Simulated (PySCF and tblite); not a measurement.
Results of a calculation; reference values are marked as such.
Molecule: C2H10N2SSi2, numbered as in [CH3:1][S:2][Si@@:3]1([NH2:4])[NH:5][CH2:6][SiH2:7]1.

The mean out-of-plane torsion at N5 (0° is planar) is held and the rest relaxed at GFN2-xTB. Energies: PBE0/pcSseg-1 + D3(BJ). (tblite 0.8, PySCF 2.14.)

GFN2-xTB profile:

(out-of-plane angle °, kcal/mol): (-8, 0.28), (-6, 0.21), (-4, 0.18), (-2, 0.11), (0, 0.06), (2, 0.04), (5, 0.01), (7, 0.00), (8, 0.01)

Question: Give the DFT energy and dipole along the out-of-plane angle.

Answer: 
```json
{"out-of-plane angle °": "-8", "E kcal/mol": "0.16", "dipole D": "1.44"}
{"out-of-plane angle °": "-6", "E kcal/mol": "0.07", "dipole D": "1.49"}
{"out-of-plane angle °": "-4", "E kcal/mol": "0.14", "dipole D": "1.49"}
{"out-of-plane angle °": "-2", "E kcal/mol": "0.04", "dipole D": "1.53"}
{"out-of-plane angle °": "0", "E kcal/mol": "0.00", "dipole D": "1.59"}
{"out-of-plane angle °": "2", "E kcal/mol": "0.09", "dipole D": "1.61"}
{"out-of-plane angle °": "5", "E kcal/mol": "0.16", "dipole D": "1.65"}
{"out-of-plane angle °": "7", "E kcal/mol": "0.19", "dipole D": "1.69"}
{"out-of-plane angle °": "8", "E kcal/mol": "0.25", "dipole D": "1.74"}
```

Question: Where is the lowest sampled point, and what does the planar form cost?

Answer: At 0°; the point at 0° lies 0.00 kcal/mol above it, so the planar form is the minimum.
